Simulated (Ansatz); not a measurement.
Consider the ligand exchange at the Si–O bond: `[SiH3][O][Al]([Cl])[Br]` + H₂Se → `[SiH3][SeH]` + `[OH][Al]([Cl])[Br]`.

Calculated with Ansatz (gas phase, PBE0-D4/def2-TZVP geometries, no zero-point term in ΔE). CCSD(T)/CBS adds triple-zeta CCSD(T) − MP2 to the extrapolated MP2 energy (def2 sets, frozen cores). DFT in def2-TZVPP. For Br, Se outer-core shells are correlated without core-valence functions, which leaves a few kJ/mol of doubt a bond. Scalar relativity is left out up to krypton. Each species was taken in one conformer, which may not be the lowest.

| level | ΔE (kJ/mol) |
| --- | --- |
| r2SCANh-D4 | 44.6 |
| CCSD/def2-SVP | 57.3 |
| CCSD(T)/def2-SVP | 55.3 |
| SCS-MP2/def2-QZVPP | 53.2 |

(1) What does CCSD(T)/CBS give? (Best estimate.)

Largest T1 diagnostic among the species: 0.009.

## Answers

(1) Ansatz gave: +47.0 kJ/mol. The listed levels differ from it by -2.4, 10.3, 8.3, 6.2 kJ/mol.

From PBE to PBE0 (25 % exact exchange), in def2-TZVPP and without D4, ΔE moves by +5.6 kJ/mol. At CCSD(T), def2-SVP lies +8.4 kJ/mol from the extrapolated value and def2-TZVPP +4.4 kJ/mol. Leaving LDA and LC-ωPBE aside and taking each functional with its dispersion term where it has one, the values, not all of them listed here, spread over 28.4 kJ/mol, from revPBE-D4 to BHLYP-D4. LDA lies +4.1 kJ/mol from PBE without D4.
